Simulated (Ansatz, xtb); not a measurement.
Molecule: HfH, net charge 0, doublet state. The spin state was set by rule; other spins were not relaxed. SMILES: [HfH]
Structure (B3LYP-D3(BJ)/def2-TZVP (Ansatz, a quantum-chemistry and plane-wave program) minimum search):
```xyz
2

Hf     0.0000     0.0000    -0.0252
H      0.0000     0.0000     1.8120
```
Charge 0, spin multiplicity 2.

Harmonic wavenumbers from GFN2-xTB (xtb, at its own minimum), cm⁻¹: 1084.

Problem. Give the harmonic wavenumbers at B3LYP-D3(BJ)/def2-TZVP (Ansatz, finite differences of forces, unscaled).

Solution. 1677 cm⁻¹. Zero-point energy 2.4 kcal/mol.

Problem. From these and the geometry, give the ideal-gas thermochemistry at 298.15 K and 1 atm (rigid rotor, harmonic oscillator).

Solution. Point group C∞v, rotational symmetry number 1. Rotational constants 149.4, 149.4 GHz. S(trans) 41.46, S(rot) 9.40, S(vib) 0.01, S(elec, spin only) 1.38, S 52.2 cal/(mol K). H(298) - H(0) 2.08 kcal/mol; G - E(el) -11.1 kcal/mol.
